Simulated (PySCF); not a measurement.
C₇H₁₁ClSi₂.
SMILES with atom numbers: `[CH:1]#[C:2][SiH2:3][C@@:4]1([Cl:5])[C@@H:6]2[CH2:7][SiH2:8][C@H:9]1[CH2:10]2`

Cartesian coordinates in Å at the GFN2-xTB level; atoms count from 1:
```xyz
21
C7H11ClSi2 angstrom
C      3.9929    0.3577   -0.6080
C      3.1199   -0.2844   -0.0881
Si     1.7514   -1.2357    0.7073
C      0.2254   -0.0946    0.6059
Cl     0.6327    1.2729    1.6997
C     -0.2896    0.2985   -0.7805
C     -1.2586    1.4675   -0.6187
Si    -2.2677    0.8376    0.8800
C     -1.1547   -0.7125    0.8175
C     -1.1403   -0.9748   -0.6979
H      4.7604    0.9179   -1.0602
H      1.5520   -2.4883   -0.0317
H      2.0270   -1.4889    2.1212
H      0.4313    0.4191   -1.5907
H     -0.7236    2.3994   -0.4451
H     -1.8496    1.5978   -1.5249
H     -2.2269    1.6315    2.0991
H     -3.6417    0.4724    0.5170
H     -1.2622   -1.5452    1.5078
H     -0.5943   -1.8751   -0.9753
H     -2.0928   -0.9560   -1.2257
```

Definitions: NICS(0) = −σiso at the ring centroid; NICS(1) = −σiso and NICS(1)zz = −σzz at ±1 Å along the ring normal z. Level: GIAO PBE0/pcSseg-1 (PySCF, non-relativistic, gas phase) on the GFN2-xTB geometry, one conformer.

Rings: 1. C4–C6–C7–Si8–C9; 2. C4–C6–C10–C9.

```
set  NICS(0)  NICS(1), two faces  NICS(1)zz, two faces
  P     -6.6        -17.1 / -6.5         -19.0 / -17.8
  Q    -11.4         -7.4 / -6.2          -10.3 / -5.9
```

Question: Which set (ppm) belongs to which ring?

Answer: P = 1, Q = 2.
- 1 (5-membered ring with Si; formal bonds all single): mean NICS(1)zz -18.4 ppm, shielded. C4, C6, C7, Si8, C9 have four or more neighbours, so the value isn't read as a sign of a π ring current.
- 2 (4-membered carbocycle; formal bonds all single): mean NICS(1)zz -8.1 ppm, shielded. C4, C6, C9, C10 have four or more neighbours, and the NICS criterion for π rings isn't applied.

Question: How do the rings differ in shape?

Answer: 
| ring | bond lengths (Å) | rms pucker (Å) | HOMA | nearest outside atom to a NICS(1) probe (Å) |
| --- | --- | --- | --- | --- |
| 1 | 1.530, 1.527, 1.913, 1.909, 1.527 | 0.33 | – | carbon 0.79 |
| 2 | 1.530, 1.534, 1.538, 1.527 | 0.21 | – | hydrogen 1.27 |

Hardware: one thread, Arm Neoverse N1 (aarch64), shared host with 64 logical CPUs at a one-minute load of 54. Cost: 1.8 min of wall time, 1.2 GiB resident at most. This is the whole shielding run at PBE0/pcSseg-1, SCF included.
